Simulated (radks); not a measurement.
Q: These are the eigenvalues of the occupied orbitals of an atom or ion with whole-number occupations (hartree). All-electron calculation, scalar-relativistic Kohn-Sham, PBEsol, spin-polarised, spherical densities, finite nucleus; Fermi nuclear charge, rms radius of each element as measured or else 0.836 A^(1/3) + 0.57 fm. Program: a radial shooting solver on a logarithmic mesh with Libxc functionals.

| orbital | eigenvalue |
|---|---|
| 1s up | -2042.667 |
| 1s down | -2042.666 |
| 2s up | -345.4712 |
| 2s down | -345.4664 |
| 2p up | -306.6295 |
| 2p down | -306.6258 |
| 3s up | -80.89385 |
| 3s down | -80.77038 |
| 3p up | -69.02270 |
| 3p down | -68.89972 |
| 3d up | -53.91832 |
| 3d down | -53.82355 |
| 4s up | -19.64666 |
| 4s down | -19.39966 |
| 4p up | -15.69012 |
| 4p down | -15.44838 |
| 4d up | -10.33943 |
| 4d down | -10.10347 |
| 5s up | -5.32477 |
| 5s down | -5.22091 |
| 4f up | -4.41403 |
| 5p up | -4.19514 |
| 5p down | -4.11183 |
| 6s up | -2.18410 |

Which element is it, and in what charge state? The configuration may be excited. Open shells, if any, are filled with parallel spins first.

A: Z = 67, holmium, charge +6: Ho6+ in [Xe] 4f6 6s1. The list shows which subshells hold electrons but not how many an open one holds; the 1s level, -2042.7 hartree, gives Z - s = 63.9 by -(Z - s)^2/2, which with screening and relativity narrows Z to a few neighbours, and the depths of the outer levels then fix element, charge and occupations together.
